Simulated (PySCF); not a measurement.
CH3FO3Si, SMILES O=CO[Si@@H](O)F.

Geometry optimised at PBE-D3(BJ)/def2-SVP. The structure was generated by enumeration; whether it is a known compound was not checked. Other conformers were not sampled.

Level of theory: PBE-D3(BJ)/def2-SVP (PySCF).

Frequencies are harmonic and unscaled.

| mode | ν (cm⁻¹) | IR (km/mol) | moving atoms (share of kinetic energy) |
|---|---|---|---|
| 1 | 50 | 0.9 | O 66 %, F 31 % |
| 2 | 191 | 2.3 | C 30 %, H 29 %, F 20 %, O 16 % |
| 3 | 213 | 4.6 | O 85 %, H 8 % |
| 4 | 279 | 14.0 | O 53 %, F 27 %, Si 14 % |
| 5 | 295 | 17.7 | O 58 %, H 13 %, Si 13 %, F 13 % |
| 6 | 383 | 56.4 | Si 36 %, O 34 %, F 21 % |
| 7 | 584 | 97.0 | H 86 %, O 10 % |
| 8 | 662 | 42.7 | O 44 %, Si 29 %, H 13 %, C 11 % |
| 9 | 717 | 32.6 | H 43 %, O 41 %, C 11 % |
| 10 | 786 | 53.4 | H 48 %, O 38 %, C 10 % |
| 11 | 834 | 17.1 | H 72 %, F 21 % |
| 12 | 865 | 177.5 | Si 33 %, O 27 %, H 21 %, F 19 % |
| 13 | 976 | 337.3 | Si 34 %, H 29 %, O 26 %, F 10 % |
| 14 | 997 | 101.2 | H 61 %, Si 20 %, O 13 % |
| 15 | 1004 | 3.2 | H 57 %, C 36 % |
| 16 | 1210 | 392.1 | O 49 %, C 45 % |
| 17 | 1349 | 2.3 | H 88 % |
| 18 | 1744 | 274.8 | C 59 %, O 37 % |
| 19 | 2302 | 84.3 | H 96 % |
| 20 | 2974 | 58.9 | H 92 %, C 8 % |
| 21 | 3507 | 263.6 | H 94 % |
